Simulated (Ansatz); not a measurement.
C2H5BO2 can be A, `BC(=O)OC`, or B, `CC1OB1O`.

Calculated with Ansatz (gas phase, PBE0-D4/def2-TZVP geometries, no zero-point term in ΔE). CCSD(T)/CBS adds triple-zeta CCSD(T) − MP2 to the extrapolated MP2 energy (def2 sets, frozen cores). DFT in def2-TZVPP. Each species was taken in one conformer, which may not be the lowest.

Task: Which is lower in electronic energy at CCSD(T)/CBS, and by how much? (An estimate is asked.)

Result: Ansatz gave: B, by 222.5 kJ/mol.

Task: Give E(B) − E(A) in kJ/mol with PBE-D4, CCSD(T)/def2-TZVPP, B2PLYP, CCSD/def2-TZVPP, CCSD(T)/def2-SVP, PBE0-D4, BLYP-D4. (An estimate is asked.)

Result: The calculation gave: PBE-D4 -212.2, CCSD(T)/def2-TZVPP -217.8, B2PLYP -211.6, CCSD/def2-TZVPP -218.8, CCSD(T)/def2-SVP -216.3, PBE0-D4 -222.5, BLYP-D4 -193.7. None reverses the order clearly.

Task: Does the order hold for the free energy at 298.15 K (harmonic terms from PBE0-D4)? (Best estimate.)

Result: Computed: Yes: G(B) − G(A) = -206.9 kJ/mol, for one conformer each.

Largest T1 diagnostic: 0.018.

From PBE to PBE0 (25 % exact exchange), in def2-TZVPP and without D4, E(B) − E(A) moves by −10.3 kJ/mol. In def2-TZVPP, CCSD(T) changes the Hartree–Fock value by −32.3 kJ/mol (the triples alone add +1.0 kJ/mol) and MP2 by −47.2 kJ/mol.
